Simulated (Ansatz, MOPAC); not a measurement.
Species: PbCl (charge +1, singlet). SMILES: [Pb+][Cl]

Atoms: Pb1, Cl2. Bonds: Pb1-Cl2.

Bond lengths (Å) and angles (degrees) optimised at PM3 with MOPAC; PM7 with MOPAC; MNDO with MOPAC; B3LYP/LANL2DZ with Ansatz (a program for electronic structure); B3LYP/6-31G* with LANL2DZ past Ar with Ansatz; MP2/6-31G* with LANL2DZ past Ar with Ansatz, each started from the B3LYP-D3(BJ)/def2-TZVP structure (Ansatz) of the last column. A row stands for all coordinates that are equal there. 6-31G* holds six Cartesian d functions.

```csv
coordinate,PM3,PM7,MNDO,B3LYP/LANL2DZ,B3LYP/6-31G* with LANL2DZ past Ar,MP2/6-31G* with LANL2DZ past Ar,B3LYP-D3(BJ)/def2-TZVP
Pb1-Cl2,2.259,2.217,2.306,2.399,2.346,2.345,2.373
```

Mean signed difference of all 1 bond lengths from B3LYP-D3(BJ)/def2-TZVP: PM3 -0.114 Å, PM7 -0.155 Å, MNDO -0.067 Å, B3LYP/LANL2DZ 0.026 Å, B3LYP/6-31G* with LANL2DZ past Ar -0.027 Å, MP2/6-31G* with LANL2DZ past Ar -0.028 Å.
